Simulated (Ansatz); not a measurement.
Z-matrix (Å, degrees):
```
Ge
Cl 1 2.175
C 1 1.994 2 108.0
H 1 1.531 2 107.3 3 -119.5
H 1 1.531 2 107.2 3 119.5
O 3 1.212 1 117.7 2 180.0
N 3 1.344 1 117.1 2 -0.0
H 7 1.008 3 119.4 1 -180.0
H 7 1.006 3 120.8 1 0.0
```

The species carries charge 0 and has multiplicity 1.

Q: List the ωB97M-V/def2-TZVPP orbital energies in eV (Ansatz 0.2.0). (Best estimate.)

A: Ansatz gave: Occupied: -10867.60, -2771.93, -1363.41, -1211.17, -1211.12, -1211.12, -525.70, -395.75, -284.69, -262.32, -199.79, -199.67, -199.66, -175.21, -124.54, -124.40, -124.39, -37.33, -37.26, -37.24, -37.14, -37.13, -32.26, -28.66, -25.66, -20.46, -18.89, -17.83, -15.67, -14.84, -13.82, -13.04, -13.01, -11.87, -11.30, -10.72, -9.61. Lowest empty: 1.70, 1.81, 2.15, 2.77, 3.10, 3.91, 4.51, 5.55.
